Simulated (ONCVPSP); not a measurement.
cerium, ONCV: configuration errors across variants

```
Element                 : cerium
Generator               : ONCVPSP 4.0.1
Type                    : optimised norm-conserving Vanderbilt (ONCV)
Functional              : LDA (Perdew-Wang 92)
Relativity              : scalar-relativistic
Frozen core             : [Kr] 4d10 4f1
Valence charge          : 11
Reference configuration : 5s2 5p6 5d1 6s1.5 (charge +0.5)
Partial waves           : 5s+6s: rc 2.30 bohr, ncon 4, nbas 7, qcut 6.5 1/bohr, 3 projectors, debl 1.2 Ha; 5p: rc 2.70 bohr, ncon 4, nbas 8, qcut 4.7 1/bohr, 2 projectors, debl 0.4 Ha; 5d: rc 3.30 bohr, ncon 4, nbas 9, qcut 3.8 1/bohr, 3 projectors, debl 1.2 Ha
Local potential         : polynomial inside 2.00 bohr (lpopt 5, dvloc0 6 Ha)
Core correction         : Teter function, fcfact 4, rcfact 1.35
```

In the p channel the program set the typed energies aside and used -0.961, 0.250 Ha.

All-electron excitation energies from the reference (eV): (1) 5s2 5p6 5d1 6s2 -2.523; (2) 5s2 5p6 5d1 6s1 3.742; (3) 5s2 5p6 5d1 6s0 15.083; (4) 5s2 5p6 5d2 6s1 -1.601.

3 further variants failed, have other tests or another functional or relativity, and are left out.

A true bound ghost makes a file unfit for plane-wave use even where its test errors are small: the radial tests pick states by their node count and pass the ghost by.

Errors AE − PS in meV (a dash: test not solved or not reliable):

| change | (1) | (2) | (3) | (4) | bound ghosts | GHOST(+) flags above zero |
| --- | --- | --- | --- | --- | --- | --- |
| base | +0.4 | -0.7 | -2.4 | -2.2 | s | none |
| all radii but the core radius scaled by about 1.17 (s 2.68, p 3.16, d 3.86 bohr); local potential polynomial inside 2.34 bohr (lpopt 5, dvloc0 6 Ha) | +0.4 | -0.9 | -4.8 | +4.4 | none | s |
| core correction Teter function, fcfact 4, rcfact 1.28 | +0.4 | -0.7 | -2.2 | -1.9 | s | none |
| local potential polynomial inside 2.00 bohr (lpopt 5, dvloc0 3 Ha) | +0.4 | -0.7 | -2.3 | -2.1 | none | s |
| s: debl 0.55 | +0.4 | -0.7 | -2.4 | -2.2 | s | none |
| s: rc 2.16 | +0.4 | -0.7 | -2.1 | -2.0 | s | none |
| core correction Teter function, fcfact 7.5, rcfact 1.35 | +0.4 | -0.7 | -2.6 | -2.7 | s | none |
| d: ncon 3, nbas 8 | +0.4 | -0.6 | -2.5 | -0.3 | s | none |

(1) Give the same row for: p: rc 3.02.

## Answers

(1) +0.4, -0.7, -2.3, -2.0; bound ghosts: s; GHOST(+) flags above zero: none.
